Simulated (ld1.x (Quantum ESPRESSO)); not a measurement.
u(r) = r·R(r): atom against pseudo-atom (Hg)

Columns: radius, all-electron u(r) and pseudo u(r) of the 5d shell (level -42.48 eV) of mercury in the configuration [Kr] 4d10 4f14 5s2 5p6 5d9 6s0 6p0; PBE, scalar-relativistic, TM scheme, ld1.x (Quantum ESPRESSO) 7.5.

| r (bohr) | all-electron | pseudo |
| --- | --- | --- |
| 0.098 | 0.3140 | 0.0030 |
| 0.195 | -0.0301 | 0.0225 |
| 0.292 | -0.4173 | 0.0712 |
| 0.390 | -0.4276 | 0.1561 |
| 0.488 | -0.1871 | 0.2743 |
| 0.585 | 0.1245 | 0.4139 |
| 0.682 | 0.4125 | 0.5605 |
| 0.780 | 0.6408 | 0.6986 |
| 0.878 | 0.7993 | 0.8121 |
| 0.975 | 0.8944 | 0.8911 |
| 1.072 | 0.9402 | 0.9347 |
| 1.170 | 0.9486 | 0.9455 |
| 1.268 | 0.9299 | 0.9291 |
| 1.365 | 0.8934 | 0.8937 |
| 1.463 | 0.8449 | 0.8453 |
| 1.560 | 0.7902 | 0.7904 |
| 1.658 | 0.7317 | 0.7317 |
| 1.755 | 0.6730 | 0.6730 |
| 1.852 | 0.6153 | 0.6153 |
| 1.950 | 0.5591 | 0.5591 |
| 2.047 | 0.5063 | 0.5063 |
| 2.145 | 0.4564 | 0.4564 |
| 2.242 | 0.4104 | 0.4104 |
| 2.340 | 0.3677 | 0.3677 |
| 2.438 | 0.3286 | 0.3286 |
| 2.535 | 0.2933 | 0.2933 |

**Question.** How many radial nodes do the two functions have?

**Answer.** The all-electron 5d function has n − l − 1 = 2; the pseudo-wave has 0, since the states of the same l below it are removed with the core.

**Question.** Is the pseudo-wave norm-conserving?

**Answer.** Yes: the TM scheme keeps the norm inside the radius equal to the all-electron one, which fixes the energy derivative of the logarithmic derivative at the level.
